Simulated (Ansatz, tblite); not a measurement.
Forces on In₂Te₃ at its r2SCAN-D4/def2-SVP geometry. Charge 0, multiplicity 1.

In the def2 sets In, Te take a core potential; there is no spin–orbit coupling. The xTB rows come from tblite. The structure comes from a short search, and lower isomers may exist.

GFN1-xTB (tblite), largest force 1.08 eV/Å:

```xyz
5
positions Å, forces eV/Å
In    0.980    1.523   -1.339   -0.553   -0.832    0.421
In    0.021   -0.172    2.459   -0.052   -0.029   -0.564
Te   -0.793   -1.029   -1.373    0.297    0.411    0.208
Te   -1.792    1.010    0.223    0.691   -0.148   -0.064
Te    1.583   -1.332    0.030   -0.383    0.598   -0.002
```

GFN2-xTB (tblite), largest force 0.66 eV/Å:

```
In -0.272 -0.397 0.058
In -0.070 -0.086 -0.181
Te 0.315 0.421 0.402
Te 0.109 -0.036 -0.145
Te -0.083 0.097 -0.134
```

PBE-D4/def2-TZVP (Ansatz), largest force 0.12 eV/Å:

```
In -0.010 -0.015 0.008
In 0.006 0.005 0.056
Te 0.049 0.063 0.086
Te -0.027 -0.023 -0.075
Te -0.018 -0.029 -0.075
```
